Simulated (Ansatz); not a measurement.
Stepwise reaction of `[CH3][Al]([F])[SiH2]F` with water, as a gas-phase model of exchange steps in deposition or etching. ΔE in kJ/mol.

Gas-phase electronic energies from Ansatz, PBE0-D4/def2-TZVP geometries. CCSD(T)/CBS adds triple-zeta CCSD(T) − MP2 to the extrapolated MP2 energy (def2 sets, frozen cores). This one scheme is used for every species. Functionals use def2-TZVPP. B3LYP here is the variant with VWN-RPA as its local correlation; programs differ in this. Each species was taken in one conformer, which may not be the lowest.

```json
{"step": "2", "reaction": "`[CH3][Al]([OH])[SiH2]F` + H₂O → `[CH3][Al]([OH])[SiH2]O` + H–F", "PBE-D4": "46.2", "B3LYP-D4": "50.2", "ωB97M-V": "49.8", "CCSD(T)/CBS": "48.3"}
```

Problem. Give the row of step 1, `[CH3][Al]([F])[SiH2]F` + H₂O → `[CH3][Al]([OH])[SiH2]F` + H–F. (An estimate is asked.)

Solution. Ansatz gave: 
```tsv
step	reaction	PBE-D4	B3LYP-D4	ωB97M-V	CCSD(T)/CBS
1	`[CH3][Al]([F])[SiH2]F` + H₂O → `[CH3][Al]([OH])[SiH2]F` + H–F	47.1	49.9	49.3	49.3
```

Problem. By hand: ΔE of the 2 steps together at CCSD(T)/CBS.

Solution. (49.3) + (48.3) = 97.6 kJ/mol, or 48.8 kJ/mol a step.

In ΔE the steps differ by no more than 1.0 kJ/mol. All are uphill at CCSD(T)/CBS. PBE-D4 differs from CCSD(T)/CBS by -2.2 to -2.1 kJ/mol a step. Isolated molecules leave out the surface, adducts and barriers. Largest T1 diagnostic: 0.012.
